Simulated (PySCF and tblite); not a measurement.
The numbers below are computed, except where a source is named.
C7H3F3O3, numbered as in [O:1]=[CH:2][c:3]1[cH:4][c:5](=[O:6])[cH:7][c:8]([C:9]([F:10])([F:11])[F:12])[o:13]1.

The ensemble was built from 60 distance-geometry starts (ETKDG and KDG, MMFF94s, GFN2-xTB) and rests on GFN2-xTB geometries. Energies: PBE0-D3(BJ)/pcSseg-1, with GFN2-xTB thermal terms (modes under about 100 cm⁻¹ blended into free rotors). Symmetry numbers and mirror images are counted. Conformers within 2.5 kcal/mol (GFN2-xTB free energy) were kept, 2 at most. GIAO shieldings: PBE0/pcSseg-1. Shifts are against TMS (¹H), TMS (¹³C), CFCl3 (¹⁹F) at the same level. Codes: tblite and PySCF.

**Question.** What shifts does this protocol give at 298.15 K under fast conformational exchange?

**Answer.** ¹H: 9.92 (H2, 1H), 7.13 (H4, 1H), 7.04 (H7, 1H) ppm. ¹³C: 190.9 (C2), 177.8 (C5), 161.9 (C3), 159.8 (C8), 128.4 (C9), 127.1 (C4), 126.9 (C7) ppm. ¹⁹F: -85.8 (F10/F11/F12) ppm.

**Question.** How do the conformers differ?

**Answer.** Torsions listed: O1–C2–C3–O13.
| conformer | shape | weight % |
| --- | --- | --- |
| 1 | 180° | 81.1 |
| 2 | 0° | 18.9 |

```tsv
signal	1	2	average
H2	9.95	9.77	9.92
H4	7.21	6.79	7.13
H7	7.04	7.04	7.04
C2	191.2	189.2	190.9
C3	161.6	163.2	161.9
C4	125.3	134.8	127.1
C5	177.5	178.8	177.8
C7	127.1	126.3	126.9
C8	159.7	160.2	159.8
C9	128.4	128.3	128.4
F10/F11/F12	-85.8	-85.7	-85.8
```

**Question.** Which signal moves most, for its nucleus, between 250 and 350 K through the change of populations alone?

**Answer.** C4: 126.8 ppm at 250 K, 127.1 ppm at 298.15 K, 127.4 ppm at 350 K.

Unscaled ¹⁹F shifts at such levels can be off by tens of ppm; differences between conformers or isomers are more reliable. Shifts are unscaled: against experiment ¹³C can be off by 15 ppm or more and ¹H by 0.8 ppm.


Conformer gaps in pcSseg-1 on xTB geometries can be 2 kcal/mol off for S=O, P=O and other polar bonds.